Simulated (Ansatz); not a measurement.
Isolated molecules relaxed with PBE0-D4/def2-TZVP in Ansatz; ΔE leaves out vibrations. CCSD(T)/CBS is the MP2 limit (def2-TZVPP, def2-QZVPP) plus CCSD(T) − MP2 in def2-TZVPP, frozen cores. DFT in def2-TZVPP. B3LYP here is the variant with VWN-RPA as its local correlation; programs differ in this. Each species was taken in one conformer, which may not be the lowest.

Consider the redistribution: `CO[SiH2][SiH2]O` + `BC[SiH2]F` → `O[SiH2][SiH2][SiH2]F` + `BCOC`.

CCSD(T)/CBS gives +187.1 kJ/mol.

Problem. Another level gave +185.1 kJ/mol. Which?
A. PBE/def2-TZVPP
B. B3LYP/def2-TZVPP
C. CCSD/def2-TZVPP
D. SCS-MP2/def2-TZVPP

Solution. C. CCSD/def2-TZVPP 185.1, SCS-MP2/def2-TZVPP 194.6, B3LYP 176.6, PBE 159.1 kJ/mol.

Largest T1 diagnostic among the species: 0.013.

From PBE to PBE0 (25 % exact exchange), in def2-TZVPP and without D4, ΔE moves by +8.4 kJ/mol.

CCSD(T)/CBS has its own doubt, a few kJ/mol and more with outer-core shells, so smaller differences from it don't rank the levels.
